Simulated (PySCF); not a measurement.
**How methods differ on the ionisation energy of Pm(42+)**

Pm(42+) [Ar] 3d1 [3d3/2^1, M_J = 3/2] → Pm(43+) [Ar], as a difference of total energies. Calculation: PySCF 2.14, in an uncontracted even-tempered set (16 s from 9.4 bohr⁻², ratio 2.8; 12 p from 12 bohr⁻², ratio 2.8; 8 d from 12 bohr⁻², ratio 2.8; 3 f from 37 bohr⁻², ratio 3); the two-component X2C-1e Hamiltonian. Correlated levels: [Ne] frozen; the 74 highest virtual spinors dropped. "Screened" scales the spin-orbit matrix elements by Boettger's factors to mimic the two-electron term; Breit and QED terms are absent.

```json
{"method": "GHF (spin-free)", "ionisation energy (eV)": "3201.9"}
{"method": "GMP2 (spin-free)", "ionisation energy (eV)": "3201.5"}
{"method": "GHF (screened spin-orbit)", "ionisation energy (eV)": "3220.2"}
{"method": "GMP2 (screened spin-orbit)", "ionisation energy (eV)": "3219.8"}
```

Breit and QED terms and the two-electron picture change are absent.

The spin-free rows lack the spin-orbit shift.

For comparison: 3219 ± 4 eV (theoretical estimate listed by NIST; NIST Atomic Spectra Database, ionization energies).
